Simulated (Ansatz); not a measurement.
`O=COC[SiH2]Cl` + `OCS` → `O=COCS` + `OC[SiH2]Cl`  (substitution at a C–O bond)

Isolated molecules relaxed with PBE0-D4/def2-TZVP in Ansatz; ΔE leaves out vibrations. CBS: MP2 limit from def2 TZ/QZ plus the TZ coupled-cluster correction, frozen cores. Functionals use def2-TZVPP. B3LYP here is the variant with VWN-RPA as its local correlation; programs differ in this. Each species was taken in one conformer, which may not be the lowest.

**Question.** Is it downhill or uphill in electronic energy at CCSD(T)/CBS, and by how much? (An estimate is asked.)

**Answer.** Ansatz gave: Nearly level: ΔE = +1.0 kJ/mol.

**Question.** What do these levels give: r2SCANh-D4, BHLYP-D4, BLYP, B3LYP, HF/def2-SVP, MP2/def2-SVP? (Best estimate.)

**Answer.** Ansatz gave: r2SCANh-D4 0.0, BHLYP-D4 1.5, BLYP -1.3, B3LYP -0.8, HF/def2-SVP -0.5, MP2/def2-SVP -1.4 kJ/mol.

Largest T1 diagnostic among the species: 0.015.

Leaving LDA and LC-ωPBE aside and taking each functional with its dispersion term where it has one, the values, not all of them listed here, spread over 2.2 kJ/mol, from B97M-V to BHLYP-D4.
